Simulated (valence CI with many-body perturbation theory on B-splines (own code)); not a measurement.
# Pr⁵¹⁺: calculated level list

Computed by relativistic CI+MBPT: six valence electrons over a frozen Dirac-Fock core [He], radial functions for each j: 9 s, 9 p, 8 d, 6 f, 3 g, 1 h, with the one-electron correlation potential Σ1, the two-electron term Σ2, the three-electron term Σ3, Breit, model QED; selected CI, second order for the rest, scaled by the run's own slope (own B-spline code, finite nucleus).

The last digits are not significant, and no measured levels were compared; by estimate large intervals hold to a few tenths of a per cent, small ones and those within an open d or f shell to about a per cent. Among the levels kept, up to 2400 cm⁻¹ of a level comes from second order outside the variational space, and about a tenth of that is noise between levels of different J, which matters for small intervals.

Levels 1 to 45 of 66, with energies above the lowest level, (2s^2 2p1/2^2 2p3/2^2) J=2. "Leading %" is the weight of the configuration and term that name the level; weights of strongly mixed levels are sums over their largest components and can fall short, so below about 35 % the name and the second component can differ from the true leading terms, or belong to a minority configuration. In the jj column 3d3/2^4 stands for four electrons in 3d with j = 3/2. Lifetimes count E1, E2, E3, M1 and M2 decay at the calculated energies, and are blank where another channel may lead or the interval is too uncertain; long ones can be off by a factor of two.

```tsv
No.	Configuration	Term	J	E (Ry)	Leading %	g	Lifetime	Leading jj
1	2s²2p⁴	³P	2	0.00	70	1.326		2s^2 2p1/2^2 2p3/2^2 (100 %)
2	2s²2p⁴	¹S	0	3.19	63		24.3 ms	2s^2 2p1/2^2 2p3/2^2 (100 %)
3	2s²2p⁴	³P	1	36.61	100	1.481	762 ps	2s^2 2p1/2 2p3/2^3 (100 %)
4	2s²2p⁴	¹D	2	37.90	70	1.129	1.65 ns	2s^2 2p1/2 2p3/2^3 (100 %)
5	2s2p⁵	³P°	2	58.16	100	1.478	670 fs	2s 2p1/2^2 2p3/2^3 (100 %)
6	2s2p⁵	¹P°	1	62.62	58	1.191	268 fs	2s 2p1/2^2 2p3/2^3 (99 %)
7	2s²2p⁴	³P	0	75.68	63		297 ps	2s^2 2p3/2^4 (99 %)
8	2s2p⁵	³P°	0	95.41	100		351 fs	2s 2p1/2 2p3/2^4 (100 %)
9	2s2p⁵	³P°	1	97.86	58	1.260	294 fs	2s 2p1/2 2p3/2^4 (99 %)
10	2p⁶	¹S	0	123.18	99		168 fs	2p1/2^2 2p3/2^4 (99 %)
11	2s²2p³3s	³P°	2	395.94	47	1.510	26.8 fs	2s^2 2p1/2^2 2p3/2 3s (100 %)
12	2s²2p³3s	¹P°	1	396.46	31	1.172	11.1 fs	2s^2 2p1/2^2 2p3/2 3s (100 %)
13	2s²2p³3p	³P	1	402.30	31	1.495	2.46 ps	2s^2 2p1/2^2 2p3/2 3p1/2 (99 %)
14	2s²2p³3p	³D	2	402.44	25	1.183	1.65 ps	2s^2 2p1/2^2 2p3/2 3p1/2 (99 %)
15	2s²2p³3p	³D	3	412.76	49	1.337	1.99 ps	2s^2 2p1/2^2 2p3/2 3p3/2 (100 %)
16	2s²2p³3p	³P	1	412.77	36	1.362	1.80 ps	2s^2 2p1/2^2 2p3/2 3p3/2 (99 %)
17	2s²2p³3p	³P	2	414.32	43	1.320	2.08 ps	2s^2 2p1/2^2 2p3/2 3p3/2 (99 %)
18	2s²2p³3p	³P	0	415.74	72		684 fs	2s^2 2p1/2^2 2p3/2 3p3/2 (99 %)
19	2s²2p³3d	³D°	2	419.53	33	1.032	27.9 fs	2s^2 2p1/2^2 2p3/2 3d3/2 (98 %)
20	2s²2p³3d	³F°	3	419.99	27	1.104	641 fs	2s^2 2p1/2^2 2p3/2 3d3/2 (96 %)
21	2s²2p³3d	³D°	1	420.19	33	1.111	6.88 fs	2s^2 2p1/2^2 2p3/2 3d3/2 (99 %)
22	2s²2p³3d	³P°	0	420.31	62		3.48 ps	2s^2 2p1/2^2 2p3/2 3d3/2 (100 %)
23	2s²2p³3d	³F°	4	422.41	50	1.251	22.2 ps	2s^2 2p1/2^2 2p3/2 3d5/2 (100 %)
24	2s²2p³3d	³D°	2	423.05	34	1.244	2.58 fs	2s^2 2p1/2^2 2p3/2 3d5/2 (98 %)
25	2s²2p³3d	³D°	3	424.01	46	1.195	1.17 fs	2s^2 2p1/2^2 2p3/2 3d5/2 (96 %)
26	2s²2p³3d	³D°	1	424.62	36	1.043	1.76 fs	2s^2 2p1/2^2 2p3/2 3d5/2 (99 %)
27	2s²2p³3s	⁵S°	2	431.44	54	1.583	46.6 fs	2s^2 2p1/2 2p3/2^2 3s (99 %)
28	2s²2p³3s	³S°	1	432.11	55	1.306	10.1 fs	2s^2 2p1/2 2p3/2^2 3s (100 %)
29	2s²2p³3s	³D°	3	433.10	100	1.312	43.9 fs	2s^2 2p1/2 2p3/2^2 3s (100 %)
30	2s²2p³3s	¹D°	2	433.55	66	1.035	11.3 fs	2s^2 2p1/2 2p3/2^2 3s (100 %)
31	2s²2p³3s	³P°	0	435.75	99		24.7 fs	2s^2 2p1/2 2p3/2^2 3s (99 %)
32	2s²2p³3s	³P°	1	435.97	66	1.313	18.5 fs	2s^2 2p1/2 2p3/2^2 3s (99 %)
33	2s²2p³3p	⁵P	1	437.67	46	1.644	4.64 ps	2s^2 2p1/2 2p3/2^2 3p1/2 (99 %)
34	2s²2p³3p	³F	2	438.23	34	1.208	2.92 ps	2s^2 2p1/2 2p3/2^2 3p1/2 (100 %)
35	2s²2p³3p	³F	3	439.41	44	1.095	2.09 ps	2s^2 2p1/2 2p3/2^2 3p1/2 (100 %)
36	2s²2p³3p	³P	2	441.36	52	1.315	865 fs	2s^2 2p1/2 2p3/2^2 3p1/2 (99 %)
37	2s²2p³3p	³D	1	441.94	73	0.649	1.97 ps	2s^2 2p1/2 2p3/2^2 3p1/2 (99 %)
38	2s²2p³3p	³P	0	444.42	64		928 fs	2s^2 2p1/2 2p3/2^2 3p1/2 (97 %)
39	2s²2p³3p	⁵P	3	447.74	41	1.425	342 fs	2s^2 2p1/2 2p3/2^2 3p3/2 (79 %)
40	2s²2p³3p	³P	2	448.17	38	1.421	282 fs	2s^2 2p1/2 2p3/2^2 3p3/2 (95 %)
41	2s²2p³3p	³P	0	448.38	100		1.74 ps	2s^2 2p1/2 2p3/2^2 3p3/2 (98 %)
42	2s²2p³3p	¹P	1	449.34	48	0.986	1.32 ps	2s^2 2p1/2 2p3/2^2 3p3/2 (98 %)
43	2s²2p³3p	³D	3	449.42	35	1.274	340 fs	2s^2 2p1/2 2p3/2^2 3p3/2 (79 %)
44	2s²2p³3p	³F	4	449.85	100	1.232	1.61 ps	2s^2 2p1/2 2p3/2^2 3p3/2 (100 %)
45	2s2p⁴3s	⁵P	3	450.69	44	1.455	135 fs	2s 2p1/2^2 2p3/2^2 3s (58 %)
```

The ionisation energy to 2s²2p³ ²P°3/2 of the next ion comes out as 9913.7 eV (NIST: 9913 ± 4 eV (theoretical)). All 66 levels together are meant to be complete up to 459.02 Ry.
